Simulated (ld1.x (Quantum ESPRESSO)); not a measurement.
# Ranking TM potentials for Zr

All share these settings but for the change named:

- Element: zirconium
- Generator: ld1.x (Quantum ESPRESSO) 7.5
- Type: norm-conserving Troullier–Martins (Kleinman–Bylander form)
- Functional: LDA (PZ)
- Relativity: fully relativistic
- Frozen core: [Kr]
- Valence charge: 4
- Reference configuration: 4d2 5s1 5p1
- Partial waves: 5p (bound): rc 3.85 bohr; 4d (bound): rc 2.80 bohr; 5s (bound): rc 2.80 bohr
- Local potential: the s channel
- Core correction: Bessel-smoothed model core inside 1.95 bohr

Open shells are filled in proportion to 2j + 1 (rel_dist='average').

Test errors are all-electron minus pseudo excitation energies from the reference, over 4d2 5s2 5p0; 4d2 5s1 5p0; 4d2 5s0 5p0; 4d2 5s0 5p2; 4d1 5s2 5p1; 4d1 5s2 5p0; 4d2 5s0 5p1. None of these files shows a bound ghost.

The base gives 103.4 meV.

Of 9 variants that were run, those that failed, showed a ghost or another fault, or gave nearly equal values are left out.

A variant can come out equal or close to the base, since the largest error may sit in a test that the change hardly touches while other tests move.

(1) Rank these variants by their largest absolute test error, smallest first.
A. core correction Bessel-smoothed model core inside 3.24 bohr
B. functional PBEsol
C. wave 5s (bound): rc 2.80 bohr becomes 5s (bound): rc 2.48 bohr
D. wave 5p (bound): rc 3.85 bohr becomes 5p (bound): rc 2.92 bohr

Answers

(1) A (30.4 meV), C (73.9 meV), D (98.6 meV), B (115.2 meV).
